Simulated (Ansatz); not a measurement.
Relaxation of BrFH₆OSi₂ (11 atoms, charge 0, multiplicity 1), to a largest force component of 0.03 eV/Å in at most 50 steps.

The calculation used RKS PBE-D4/def2-SVP in Ansatz 0.2.0.

```xyz
11
Properties=species:S:1:pos:R:3
Si -0.156 0.154 0.018
O -0.312 0.102 1.685
Si -1.389 -0.360 2.898
H -2.423 -1.297 2.341
H -0.601 -1.043 3.976
H -2.059 0.864 3.453
F 1.439 0.265 -0.296
H -0.793 1.411 -0.492
H -0.714 -1.078 -0.617
Br 1.420 -2.732 1.270
H 1.340 -1.352 1.863
```

**Question.** Where does it end, and by what steps?

**Answer.** The forces met the threshold. The force dipped under the threshold on the way, but the program's further checks kept it going. After 16 steps the energy has fallen by 0.132 eV; Br10 moved furthest, 1.09 Å.

| step | energy less start (eV) | largest force component (eV/Å) | accepted |
| --- | --- | --- | --- |
| 0 | 0.0000 | 1.166 | yes |
| 1 | -0.0733 | 0.294 | yes |
| 2 | -0.0800 | 0.152 | yes |
| 3 | -0.0908 | 0.241 | yes |
| 4 | -0.1011 | 0.079 | yes |
| 5 | -0.1018 | 0.627 | yes |
| 6 | -0.1199 | 0.292 | yes |
| 7 | -0.1245 | 0.094 | yes |
| 8 | -0.1247 | 0.089 | yes |
| 9 | -0.1246 | 0.294 | no |
| 10 | -0.1240 | 0.180 | no |
| 11 | -0.1268 | 0.029 | yes |
| 12 | -0.1294 | 0.095 | yes |
| 13 | -0.1306 | 0.073 | yes |
| 14 | -0.1317 | 0.066 | yes |
| 15 | -0.1322 | 0.039 | yes |
| 16 | -0.1325 | 0.025 | yes |

```xyz
11
Properties=species:S:1:pos:R:3
Si -0.272 0.317 -0.069
O -0.297 -0.293 1.488
Si -1.354 -0.511 2.796
H -2.338 -1.598 2.473
H -0.517 -0.883 3.979
H -2.091 0.777 3.047
F 1.218 -0.013 -0.642
H -0.455 1.803 -0.041
H -1.276 -0.393 -0.926
Br 1.945 -2.709 2.228
H 1.188 -1.562 1.766
```

Whether the end is a true minimum wasn't checked by a vibrational analysis.

Time of the run: 29 s on 4 threads of Arm Neoverse V1, with other jobs on the host, peak memory 0.18 GiB.
